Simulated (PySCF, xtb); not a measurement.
W(O)(NH)(OMe)(SH) (CH₅NO₂SW), SMILES [W]([O]C)(=[O])(=[NH])[SH], multiplicity 1. Other conformers were not sampled.

Harmonic wavenumbers (cm⁻¹) from GFN2-xTB in xtb at its own minimum, in rising order: 39, 65, 72, 137, 153, 172, 228, 240, 253, 299, 385, 527, 558, 655, 832, 889, 1118, 1133, 1137, 1402, 1454, 1455, 2330, 2888, 2900, 2917, 3332.

Question: What does PBE-D3(BJ)/def2-SVP in PySCF give at its own minimum? (An estimate is asked for; the answer gives what the named calculation found.)

Answer: 50, 79, 101, 156, 169, 228, 258, 271, 308, 377, 531, 568, 634, 672, 942, 974, 1115, 1125, 1145, 1407, 1412, 1414, 2586, 2941, 3037, 3040, 3509. Paired by order, the mean absolute difference is 62 cm⁻¹ and the zero-point energies are 39.4 and 41.5 kcal/mol.
